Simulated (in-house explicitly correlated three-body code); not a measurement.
Computed with an exponentially correlated three-body code. Model: two electrons around a point charge, non-relativistic, variational in 260 exponentially correlated functions (energies converged to about 1e-7 hartree, or 1e-8 relative for large Z).

For two electrons in a singlet the Kohn-Sham orbital is the square root of half the density, so the exact Kohn-Sham potential and energy parts follow from the density alone, and exchange is minus half the Hartree energy. The Kohn-Sham level equals minus the binding energy of the second electron.

Command:
```bash
python run_hyl.py task.json out
```
Settings (lengths in bohr, energies in hartree):
```
Z                      3.46
interaction_strength   1
functions              260
states_tried           13
```

Time taken, with all properties: 14 s on 1 thread of AMD EPYC 9R45 96-Core Processor (Zen 5), with other jobs on the host.

**Converged states only, values per electron or pair.**

Given: nuclear charge 3.46.

```csv
term,mean r (bohr),mean r squared (bohr²),mean inverse r (1/bohr),mean r12 (bohr),mean inverse r12 (1/bohr),mean cosine,mean p1 dot p2 (bohr⁻²),delta r1 (bohr⁻³),delta r12 (bohr⁻³)
1 1S,0.48703,0.3216,3.1478,0.73013,1.8543,-0.037972,0.34936,10.837,0.90467
2 3S,1.259,2.6559,2.0682,2.1501,0.54972,-0.011385,0.022393,7.0505,-
2 1S,1.3658,3.202,2.047,2.3476,0.58138,-0.013972,0.027358,6.9823,0.11862
2 3P,1.1737,2.3353,2.0486,1.9982,0.61646,-0.058738,-0.47,6.4988,-
2 1P,1.2501,2.6837,2.0337,2.1086,0.60875,0.016606,0.40134,6.6082,0.020611
3 3S,?,?,?,?,?,?,?,?,-
3 1S,2.8512,15.894,1.8696,5.2917,0.26494,-0.0043894,0.0080912,6.7038,0.034765
3 3P,2.6693,14.002,1.8699,4.9362,0.27311,-0.015443,-0.11826,6.5679,-
3 1P,?,?,?,?,?,?,?,?,?
4 3S,4.7333,46.017,1.8104,9.0475,0.14746,-0.0014528,0.0025519,6.6434,-
4 1S,4.9479,50.496,1.8081,9.475,0.15044,-0.0018741,0.0033963,6.6386,0.014515
4 3P,4.774,47.262,1.8082,9.1307,0.15359,-0.0062306,-0.046958,6.5825,-
4 1P,4.9225,50.356,1.8065,9.4234,0.15337,0.0018419,0.047794,6.5937,0.0030557
```

Q: What belongs in the row 3 3S?

A: mean r (bohr): 2.6913; mean r squared (bohr²): 14.029; mean inverse r (1/bohr): 1.8752; mean r12 (bohr): 4.9757; mean inverse r12 (1/bohr): 0.25715; mean cosine: -0.0034679; mean p1 dot p2 (bohr⁻²): 0.0062499; delta r1 (bohr⁻³): 6.7175.

Q: What belongs in the row 3 1P?

A: mean r (bohr): 2.781; mean r squared (bohr²): 15.272; mean inverse r (1/bohr): 1.8657; mean r12 (bohr): 5.149; mean inverse r12 (1/bohr): 0.27219; mean cosine: 0.0045238; mean p1 dot p2 (bohr⁻²): 0.11493; delta r1 (bohr⁻³): 6.596; delta r12 (bohr⁻³): 0.0069533.

**Exact Kohn-Sham parts of the ground state from its density.**

Computed: total energy -9.96435671 hartree; Hartree energy 3.8777 hartree; exchange energy -1.9389 hartree; DFT correlation energy -0.043915 hartree; potential part of the DFT correlation energy -0.084619 hartree; exact minus restricted Hartree-Fock -0.043904 hartree; Kohn-Sham level -108.26 eV; restricted Hartree-Fock level -108.59 eV; dipole polarisability 0.10013 bohr³; C6 of two such species 0.029565 hartree·bohr⁶.

Q: What is the kinetic part of the DFT correlation energy?

A: 0.040703 hartree.

Q: What is the Kohn-Sham kinetic?

A: 9.9237 hartree.

**Functionals on the exact density and self-consistent, errors are functional minus exact, hybrids only self-consistent, a dash where a self-consistent run leaves the top level unbound.**

```
       result  exchange error (millihartree)  correlation error (millihartree)  functional driven error (millihartree)  density driven error (millihartree)  self consistent total error (millihartree)  top level plus exact binding (eV)
          PBE                         31.726                            -1.509                                  30.217                              -1.1808                                      29.036                              18.18
        M06-L                              ?                                 ?                                       ?                                    ?                                           ?                                  ?
        wB97X                              -                                 -                                       -                                    -                                     -13.429                             11.315
       PBEsol                         116.13                           -13.755                                  102.37                              -1.2174                                      101.16                             18.897
         SCAN                        -4.4787                            2.9305                                 -1.5482                             -0.29987                                     -1.8481                             16.326
      r2SCAN0                              -                                 -                                       -                                    -                                     -0.5681                             12.022
         BLYP                         8.7118                           -4.4867                                   4.225                              -1.4974                                      2.7277                             17.819
         OLYP                         5.7596                           -4.4867                                  1.2728                              -1.4585                                    -0.18562                             17.904
     LDA VWN5                         271.93                           -99.231                                  172.69                              -2.1624                                      170.53                             19.284
     LDA PW92                         271.93                           -98.504                                  173.42                               -2.171                                      171.25                             19.294
       r2SCAN                        -4.4787                            2.9305                                 -1.5482                             -0.29987                                     -1.8481                             16.326
B3LYP VWN-RPA                              -                                 -                                       -                                    -                                           ?                                  ?
         PBE0                              -                                 -                                       -                                    -                                      21.754                             13.366
        HSE06                              -                                 -                                       -                                    -                                      19.342                             13.766
```

Q: What belongs in the row M06-L?

A: exchange error (millihartree): -21.972; correlation error (millihartree): -3.1411; functional driven error (millihartree): -25.113; density driven error (millihartree): -2.2807; self consistent total error (millihartree): -27.394; top level plus exact binding (eV): 16.134.

Q: What belongs in the row B3LYP VWN-RPA?

A: self consistent total error (millihartree): -2.9333; top level plus exact binding (eV): 13.909.

**Density and exact potentials over r, pair density (one pair, times 4 pi r12^2) and exact minus Kohn-Sham pair density over r12.**

```
radius (bohr)  radial density (electrons/bohr)  exchange potential (hartree)  intracule density (1/bohr)  Coulomb hole against Kohn-Sham (1/bohr)  correlation potential (hartree)
       0.0611                          0.66811                       -3.0789                    0.043747                                 -0.01284                            -0.04
        0.071                          0.84329                       -3.0577                    0.059041                                 -0.01668                           -0.037
       0.0826                           1.0548                       -3.0303                    0.079716                                 -0.02155                           -0.033
       0.0961                           1.3029                       -2.9956                     0.10735                                 -0.02754                           -0.028
        0.112                           1.5896                       -2.9512                     0.14448                                 -0.03484                           -0.022
         0.13                           1.8975                       -2.8974                     0.19192                                 -0.04309                           -0.015
        0.151                           2.2245                        -2.831                     0.25348                                 -0.05227                           -0.008
        0.176                            2.559                       -2.7487                     0.33367                                 -0.06202                                0
        0.205                           2.8663                       -2.6507                     0.43306                                 -0.07104                            0.007
        0.238                           3.1115                       -2.5382                     0.54999                                  -0.0777                            0.014
        0.277                           3.2706                        -2.407                     0.68674                                 -0.08029                            0.019
        0.322                           3.3071                       -2.2606                     0.83378                                 -0.07659                            0.023
        0.375                           3.1988                       -2.0979                      0.9815                                  -0.0648                            0.024
        0.436                           2.9427                       -1.9259                      1.1074                                 -0.04491                            0.023
        0.508                           2.5491                       -1.7446                      1.1898                                 -0.01847                             0.02
        0.591                           2.0675                       -1.5633                      1.2021                                 0.009156                            0.016
        0.687                           1.5551                       -1.3865                      1.1296                                  0.03168                            0.012
        0.799                                ?                             ?                           ?                                        ?                                ?
         0.93                                ?                             ?                           ?                                        ?                                ?
         1.08                          0.36646                       -0.9199                     0.52142                                  0.03227                            0.003
         1.26                          0.17282                      -0.79161                      0.3071                                  0.01809                            0.002
         1.46                            0.072                      -0.68431                     0.15712                                 0.007248                            0.001
```

Q: What belongs in the row 0.799?

A: radial density (electrons/bohr): 1.0694; exchange potential (hartree): -1.2176; intracule density (1/bohr): 0.97327; Coulomb hole against Kohn-Sham (1/bohr): 0.04362; correlation potential (hartree): 0.008.

Q: What belongs in the row 0.93?

A: radial density (electrons/bohr): 0.66164; exchange potential (hartree): -1.0602; intracule density (1/bohr): 0.75516; Coulomb hole against Kohn-Sham (1/bohr): 0.04277; correlation potential (hartree): 0.005.

The density-driven part is never positive, since each functional's own density lowers its energy. Here it is small beside the functional-driven part (median ratio 0.091), the normal case. The correlation energy of density-functional theory lies 0.011 millihartree below exact minus Hartree-Fock, because the Hartree-Fock density, unlike the exact one, minimises the Hartree-Fock energy.
